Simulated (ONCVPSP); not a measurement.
Before and after: ONCV potential for tellurium (Te)

* Element: tellurium
* Generator: ONCVPSP 4.0.1
* Type: optimised norm-conserving Vanderbilt (ONCV)
* Functional: PBEsol
* Relativity: scalar-relativistic
* Frozen core: [Kr] 4d10
* Valence charge: 6
* Reference configuration: 5s1 5p5
* Partial waves: 5s: rc 1.60 bohr, ncon 5, nbas 8, qcut 3.6 1/bohr, 2 projectors, debl 1.1 Ha; 5p: rc 2.30 bohr, ncon 4, nbas 9, qcut 3.6 1/bohr, 2 projectors, debl 1 Ha; d scattering state at 0.15 Ha: rc 2.20 bohr, ncon 4, nbas 7, qcut 4.8 1/bohr, 1 projector
* Local potential: polynomial inside 1.05 bohr (lpopt 5, dvloc0 3 Ha)
* Core correction: polynomial model core, fcfact 0.75

Change: local potential polynomial inside 1.05 bohr (lpopt 5, dvloc0 9 Ha).

Cutoffs: the cutoffs (Ha) at which the residual kinetic energy of the hardest occupied pseudo-wave falls to 1 and 0.1 mHa per electron; they do not see the model core or the augmentation charge, which bear on the density cutoff. Errors are all-electron minus pseudo energies relative to the spin-unpolarised reference configuration.

Question: How do hardness, ghosts and transferability respond?

Answer: The potential gets neither clearly harder nor softer (60 Ha and 69 Ha → 60 Ha and 69 Ha); both files keep a bound ghost (s); the lowest positive-energy flag moves from p at 13.1 eV to p at 72.2 eV; the errors of the 4 common tests hardly move; the range in which the p phases agree narrows (upper end at the end of the scan → 2.2).

```tsv
quantity	base	changed
cutoff, loose	60 Ha	60 Ha
cutoff, tight	69 Ha	69 Ha
bound ghosts	s	s
GHOST(+) flags under 300 eV	p at 13.1 eV	p at 72.2 eV
error for 5s2 5p4, meV [ΔE -9.29 eV]	-5.6	-5.8
error for 5s2 5p3, meV [ΔE 0.47 eV]	-5.1	-5.4
error for 5s2 5p2, meV [ΔE 18.44 eV]	-21	-22
error for 5s2 5p3.5, meV [ΔE -5.38 eV]	-4.6	-4.8
s: phases at 1.62 bohr within 0.05 rad from the reference energy up to (Ha; the scan ends near 5)	to the end of the scan	to the end of the scan
p: phases at 2.34 bohr within 0.05 rad from the reference energy up to (Ha; the scan ends near 5)	to the end of the scan	2.2
d: phases at 2.23 bohr within 0.05 rad from the reference energy up to (Ha; the scan ends near 5)	0.3	0.4
rms error of d²Exc/dni dnj with the model core, mHa	0.10	0.10
```

 A true bound ghost makes a file unfit for plane-wave use even where its test errors are small: the radial tests pick states by their node count and pass the ghost by.
